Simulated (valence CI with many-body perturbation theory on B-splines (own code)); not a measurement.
## Cs L: electric-dipole lines

Computed by valence CI with perturbative core correlation (CI+MBPT): four valence electrons over a frozen Dirac-Fock core [He], radial functions for each j: 11 s, 11 p, 9 d, 7 f, 5 g, 2 h, 1 i, with the one-electron correlation potential Σ1, the two-electron term Σ2, the three-electron term Σ3, Breit, model QED; selected CI, second order for the rest (own B-spline code, finite nucleus).

No measured spectrum was set against this ion. As an estimate, large intervals hold to a few tenths of a per cent, small ones and those within an open d or f shell to about a per cent. Among the levels kept, up to 280 cm⁻¹ of a level comes from second order outside the variational space, and about a tenth of that is noise between levels of different J, which matters for small intervals.

Lines 101 to 150 of 275 in falling wavelength, among levels below 49318 × 10³ cm⁻¹, chosen from the strongest by gf and those to the six lowest levels. Wavelengths and rates use the calculated energies. Electric multipoles are in the length gauge, E1 and E2 with the static RPA response of the core. Weak lines are less certain than strong ones. Lines between different terms over intervals too small for the method are left out, as are lines whose strength nearly cancels. The highest levels of a list are the least certain.

Levels are named by their leading jj configuration (3d3/2^4 stands for four electrons in 3d with j = 3/2), which in mixed levels can hold well under half, so a name can repeat and another be missing. Letters in brackets count levels of one name in rising energy.

```csv
λ vac (Å),Upper,Lower,A (s⁻¹),log gf,Branch %
2.564,(2s 2p1/2^2 3s) J=0,(2s 2p1/2^2 2p3/2) J=1,4.98e+13,-1.31,99.8
2.554,(2s 2p1/2 2p3/2 3s) J=3,(2s 2p1/2 2p3/2^2) J=3,1.90e+13,-0.89,64.8
2.550,(2s 2p1/2^2 3s) J=1,(2s 2p1/2^2 2p3/2) J=2,3.12e+13,-1.04,87.9
2.550,(2s 2p1/2 2p3/2 3s) J=2 [a],(2s 2p1/2 2p3/2^2) J=2 [a],2.34e+13,-0.94,61.0
2.544,(2s 2p1/2 2p3/2 3s) J=2 [b],(2s 2p1/2 2p3/2^2) J=3,3.75e+13,-0.74,56.7
2.542,(2s^2 2p1/2 3s) J=1,(2s^2 2p1/2 2p3/2) J=2,4.42e+13,-0.89,63.3
2.539,(2s 2p1/2 2p3/2 3s) J=1 [a],(2s 2p1/2 2p3/2^2) J=2 [a],4.28e+13,-0.91,58.2
2.536,(2s^2 2p3/2 3s) J=2,(2s^2 2p3/2^2) J=2,2.86e+13,-0.86,69.0
2.535,(2s^2 2p1/2 3s) J=0,(2s^2 2p1/2 2p3/2) J=1,5.50e+13,-1.28,100.0
2.534,(2s^2 2p1/2 3p3/2) J=1,(2s 2p1/2^2 2p3/2) J=2,1.60e+13,-1.33,82.9
2.533,(2s^2 2p3/2 3s) J=1,(2s^2 2p3/2^2) J=2,4.75e+13,-0.86,54.6
2.533,(2s^2 2p1/2 3s) J=1,(2s^2 2p1/2 2p3/2) J=1,8.72e+12,-1.60,12.5
2.461,(2s 2p1/2^2 3d3/2) J=1,(2s 2p1/2^2 2p3/2) J=1,4.68e+13,-0.89,78.6
2.456,(2s 2p1/2 2p3/2 3d5/2) J=2 [a],(2s 2p1/2 2p3/2^2) J=1 [a],3.96e+13,-0.75,12.6
2.450,(2s 2p1/2 2p3/2 3d5/2) J=1 [a],(2s 2p1/2 2p3/2^2) J=1 [a],4.89e+13,-0.88,14.4
2.445,(2s 2p1/2 2p3/2 3d5/2) J=3 [b],(2s 2p1/2 2p3/2^2) J=2 [b],2.05e+13,-0.89,5.9
2.443,(2s 2p1/2 2p3/2 3d5/2) J=1 [a],(2s 2p1/2 2p3/2^2) J=0,1.95e+14,-0.28,57.5
2.442,(2s 2p1/2 2p3/2 3d5/2) J=1 [b],(2s 2p1/2 2p3/2^2) J=1 [b],1.97e+14,-0.28,40.8
2.440,(2s 2p1/2 2p3/2 3d3/2) J=1 [c],(2s 2p1/2 2p3/2^2) J=1 [b],5.15e+13,-0.86,38.4
2.439,(2s 2p1/2 2p3/2 3d3/2) J=2 [c],(2s 2p1/2 2p3/2^2) J=1 [b],4.61e+13,-0.69,10.5
2.439,(2s 2p1/2 2p3/2 3d5/2) J=0,(2s 2p1/2 2p3/2^2) J=1 [b],4.37e+14,-0.41,80.8
2.438,(2s 2p1/2 2p3/2 3d3/2) J=2 [c],(2s 2p1/2 2p3/2^2) J=2 [b],1.01e+14,-0.35,23.0
2.437,(2s 2p1/2 2p3/2 3d3/2) J=2 [d],(2s 2p1/2 2p3/2^2) J=1 [b],5.99e+13,-0.57,12.6
2.436,(2s 2p1/2 2p3/2 3d3/2) J=2 [d],(2s 2p1/2 2p3/2^2) J=2 [b],7.53e+13,-0.47,15.9
2.435,(2s 2p1/2^2 3d5/2) J=2,(2s 2p1/2^2 2p3/2) J=1,3.54e+14,0.20,94.5
2.434,(2s 2p1/2 2p3/2 3d3/2) J=2 [a],(2s 2p1/2 2p3/2^2) J=2 [a],3.17e+13,-0.85,21.5
2.434,(2p1/2^2 2p3/2 3p1/2) J=1,(2s 2p1/2 2p3/2^2) J=1 [b],7.91e+13,-0.68,26.4
2.434,(2s 2p1/2 2p3/2 3d3/2) J=1 [a],(2s 2p1/2 2p3/2^2) J=2 [a],5.09e+13,-0.87,45.5
2.433,(2s 2p1/2 2p3/2 3d3/2) J=3 [b],(2s 2p1/2 2p3/2^2) J=3,1.76e+13,-0.96,4.6
2.432,(2s^2 2p3/2 3p1/2) J=2,(2s 2p1/2^2 2p3/2) J=1,1.46e+13,-1.19,87.8
2.431,(2s 2p1/2 2p3/2 3d3/2) J=2 [d],(2s 2p1/2 2p3/2^2) J=1 [a],2.77e+13,-0.91,5.9
2.431,(2s 2p1/2^2 3d3/2) J=1,(2s 2p1/2^2 2p3/2) J=2,1.24e+13,-1.48,20.8
2.430,(2s 2p1/2 2p3/2 3d3/2) J=1 [d],(2s 2p1/2 2p3/2^2) J=1 [b],4.44e+13,-0.93,14.2
2.430,(2s 2p1/2 2p3/2 3d3/2) J=2 [b],(2s 2p1/2 2p3/2^2) J=3,4.40e+13,-0.71,7.5
2.429,(2s^2 2p1/2 3d3/2) J=2,(2s^2 2p1/2 2p3/2) J=2,6.96e+13,-0.51,90.5
2.429,(2s 2p1/2 2p3/2 3d3/2) J=1 [d],(2s 2p1/2 2p3/2^2) J=2 [b],4.97e+13,-0.88,15.8
2.429,(2s 2p1/2^2 3d3/2) J=2,(2s 2p1/2^2 2p3/2) J=2,9.02e+13,-0.40,98.9
2.429,(2s 2p1/2 2p3/2 3d5/2) J=1 [b],(2s 2p1/2 2p3/2^2) J=0,7.94e+13,-0.68,16.4
2.428,(2s 2p1/2^2 3p1/2) J=1,(2s^2 2p1/2 2p3/2) J=2,2.11e+12,-2.25,0.6
2.426,(2s 2p1/2 2p3/2 3d5/2) J=3 [a],(2s 2p1/2 2p3/2^2) J=3,3.00e+13,-0.73,4.7
2.422,(2s^2 2p1/2 3d3/2) J=2,(2s^2 2p1/2 2p3/2) J=1,7.03e+12,-1.51,9.1
2.421,(2s^2 2p3/2 3d3/2) J=2,(2s^2 2p3/2^2) J=2,1.32e+13,-1.24,3.1
2.420,(2s 2p1/2^2 3p1/2) J=1,(2s^2 2p1/2 2p3/2) J=1,6.67e+12,-1.76,1.8
2.418,(2s 2p1/2 2p3/2 3p1/2) J=2 [b],(2s^2 2p3/2^2) J=2,9.26e+11,-2.39,1.2
2.418,(2s^2 2p1/2 3d3/2) J=1,(2s^2 2p1/2 2p3/2) J=2,9.36e+12,-1.61,2.7
2.417,(2s 2p1/2 2p3/2 3d5/2) J=2 [b],(2s 2p1/2 2p3/2^2) J=3,6.70e+13,-0.53,51.5
2.417,(2s^2 2p3/2 3d3/2) J=3,(2s^2 2p3/2^2) J=2,5.37e+11,-2.48,0.2
2.417,(2s^2 2p3/2 3d3/2) J=1,(2s^2 2p3/2^2) J=2,7.75e+13,-0.69,13.5
2.416,(2s 2p1/2 2p3/2 3d3/2) J=3 [b],(2s 2p1/2 2p3/2^2) J=2 [a],6.19e+13,-0.42,16.3
2.415,(2s 2p1/2 2p3/2 3d5/2) J=3 [b],(2s 2p1/2 2p3/2^2) J=3,2.46e+14,0.18,70.3
```
